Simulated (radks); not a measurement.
The numbers below are computed, except where a source is named.
Problem. Ionisation ladder of cadmium, from Cd XXIII to Cd XLIV. Each ion is in the ground configuration listed by NIST, and IE = E(next ion) - E(this ion). Level of theory: scalar-relativistic Kohn-Sham, exchange-only LDA, spin-polarised, spherical densities, point nucleus; open shells are filled with parallel spins first (spin-orbit coupling, left out, can overturn this in heavy ions) (a radial shooting solver on a logarithmic mesh with Libxc functionals).

species     configuration  IE, Delta-SCF (eV)  <r> HOMO (bohr)
Cd XXIII         [Ar] 3d8              1095.7            0.315
Cd XXIV          [Ar] 3d7              1164.0            0.311
Cd XXV           [Ar] 3d6              1233.4            0.307
Cd XXVI          [Ar] 3d5              1325.2            0.301
Cd XXVII         [Ar] 3d4              1399.3            0.297
Cd XXVIII        [Ar] 3d3              1474.6            0.293
Cd XXIX          [Ar] 3d2              1551.1            0.289
Cd XXX           [Ar] 3d1              1628.5            0.286
Cd XXXI              [Ar]              1866.3            0.317
Cd XXXII     [Ne] 3s2 3p5              1935.8            0.315
Cd XXXIII    [Ne] 3s2 3p4              2004.4            0.312
Cd XXXIV     [Ne] 3s2 3p3                   ?            0.309
Cd XXXV      [Ne] 3s2 3p2              2167.9            0.307
Cd XXXVI     [Ne] 3s2 3p1              2239.3            0.305
Cd XXXVII        [Ne] 3s2                   ?            0.313
Cd XXXVIII       [Ne] 3s1              2501.3            0.311
Cd XXXIX             [Ne]              5893.9            0.112
Cd XL        [He] 2s2 2p5                   ?            0.111
Cd XLI       [He] 2s2 2p4              6285.3            0.110
Cd XLII      [He] 2s2 2p3                   ?            0.109
Cd XLIII     [He] 2s2 2p2              6759.3            0.108
Cd XLIV      [He] 2s2 2p1              6962.4            0.107

Estimate the withheld Delta-SCF values.

Solution. Cd XXXIV: 2095.6 eV (NIST 2091); Cd XXXVII: 2423.2 eV (NIST 2427); Cd XL: 6091.2 eV (NIST 6039); Cd XLII: 6552.8 eV (NIST 6460).
